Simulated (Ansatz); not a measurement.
Complex (SMILES): F (HF) with [H][H] (H2), atoms 1 to 2 the first; geometry from B3LYP-D3(BJ)/def2-TZVP, monomers rigid:
```xyz
4

F     -0.0503     0.0090    -0.4113
H     -0.1533    -0.6305     0.2513
H     -0.6250    -2.1461     1.4219
H     -0.1185    -1.7955     1.8432
```

Interaction energy at B3LYP with Ansatz (a quantum-chemistry and plane-wave program), kcal/mol, without and with the counterpoise correction (monomers among the partner's ghost functions). Cartesian d functions, on some or all atoms, in 6-31+G*; all else is spherical. The program fits the integrals of some runs and decomposes those of others, by size. No added dispersion term, no relativity. Reference, counterpoise-corrected: the value in aug-cc-pV5Z, -0.98.

```
basis            functions  uncorrected
---------------  ---------  -----------
STO-3G                   8         1.29
pcseg-0                 15        -0.01
6-31+G*                 25        -0.67
6-311G**                36        -0.93
def2-SVPD               47        -1.81
6-311++G(2d,2p)         57        -1.04
def2-TZVPD              67        -0.89
pcseg-2                 72        -1.01
jun-cc-pV(T+d)Z         81        -0.95
aug-cc-pVTZ            115        -0.99
aug-pcseg-2            115        -1.00
cc-pV5Z                256        -1.02
```

Task: How large is the counterpoise correction in each set?

Result: STO-3G 0.32, pcseg-0 0.54, 6-31+G* 0.17, 6-311G** 0.47, def2-SVPD 0.67, 6-311++G(2d,2p) 0.09, def2-TZVPD 0.02, pcseg-2 0.12, jun-cc-pV(T+d)Z 0.02, aug-cc-pVTZ 0.03, aug-pcseg-2 0.06, cc-pV5Z 0.06 kcal/mol. The corrected value lies nearer the reference in 3 of 12 rows.
